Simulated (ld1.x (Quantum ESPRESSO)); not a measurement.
## tin (Sn), TM: configuration errors across variants

| Item | Value |
| --- | --- |
| Element | tin (Sn) |
| Generator | ld1.x (Quantum ESPRESSO) 7.5 |
| Type | norm-conserving Troullier–Martins (Kleinman–Bylander form) |
| Functional | PBEsol |
| Relativity | scalar-relativistic |
| Frozen core | [Kr] 4d10 |
| Valence charge | 4 |
| Reference configuration | 5s2 5p2 |
| Partial waves | 5s (bound): rc 1.55 bohr; 5p (bound): rc 2.80 bohr; 5d channel at 0.05 Ry: rc 3.05 bohr |
| Local potential | all-electron potential smoothed inside 2.15 bohr (lloc = -1) |
| Core correction | Bessel-smoothed model core inside 1.20 bohr |

All-electron excitation energies from the reference (eV): (1) 5s2 5p1 6.898; (2) 5s2 5p0 20.869; (3) 5s1 5p0 51.884; (4) 5s1 5p2 14.585; (5) 5s2 5p2.3 -0.852; (6) 5s0 5p4 14.247; (7) 5s1 5p3 7.008.

3 further variants failed, have other tests or another functional or relativity, and are left out.

Errors AE − PS in meV (a dash: test not solved or not reliable):

```tsv
change	(1)	(2)	(3)	(4)	(5)	(6)	(7)	bound ghosts
base	-6.5	-57	-315	-27	+0.2	-62	-14	none
local potential the p channel	-5.9	-50	-308	-31	+0.2	-68	-15	none
wave 5p (bound): rc 2.80 bohr becomes 5p (bound): rc 3.42 bohr	-8.5	-84	-387	-13	+0.2	-12	-2.8	none
wave 5d channel at 0.05 Ry: rc 3.05 bohr becomes 5d channel at 0.05 Ry: rc 3.14 bohr	-6.5	-57	-315	-27	+0.2	-62	-14	none
core correction none	-2.8	+3.7	+103	+15	+0.2	+84	+14	none
wave 5d channel at 0.05 Ry: rc 3.05 bohr becomes 5d channel at -0.13 Ry: rc 3.05 bohr	-6.5	-57	-315	-27	+0.2	-62	-14	none
wave 5s (bound): rc 1.55 bohr becomes 5s (bound): rc 1.42 bohr	-6.9	-59	-297	-29	+0.2	-97	-19	none
```

(1) Give the same row for: all radii but the core radius scaled by about 1.41 (s 2.18, p 3.94, d 4.30 bohr); local potential all-electron potential smoothed inside 3.02 bohr (lloc = -1).

Results:

(1) -15, -138, -538, -15, 0.0, +21, +3.2; bound ghosts: none.
